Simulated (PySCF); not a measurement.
H₂Sb, SMILES [SbH2] (connectivity only; charge and spin as stated), charge +1, multiplicity 1. Coordinates come from a PBE-D3(BJ)/def2-TZVPD optimisation. The multiplicity is an assumed one; other spin states were not compared. The isomer is the one that the SMILES or the coordinates give; other isomers of the formula were not compared. The def2 effective core potentials stand for the cores of Sb; spin–orbit coupling is left out.

These are PBE-D3(BJ)/def2-TZVPD run with PySCF values and carry that method's errors.

Harmonic wavenumbers (cm⁻¹): 819, 1919, 1928. Rotational constants (GHz): 169.7, 169.5, 84.80; symmetry number 2.

Problem. Work out the zero-point energy and the ideal-gas rigid-rotor harmonic-oscillator thermochemistry at 298.15 K and 1 atm.

Solution. ZPE = ½ Σ hcν = ½ × 4666 cm⁻¹ = 6.67 kcal/mol. H − E(el) = 9.09 kcal/mol. Entropy in cal/(mol K): translation 40.35, rotation 14.16, vibration 0.20, total 54.71. G − E(el) = -7.23 kcal/mol. Cp = 8.60 cal/(mol K).
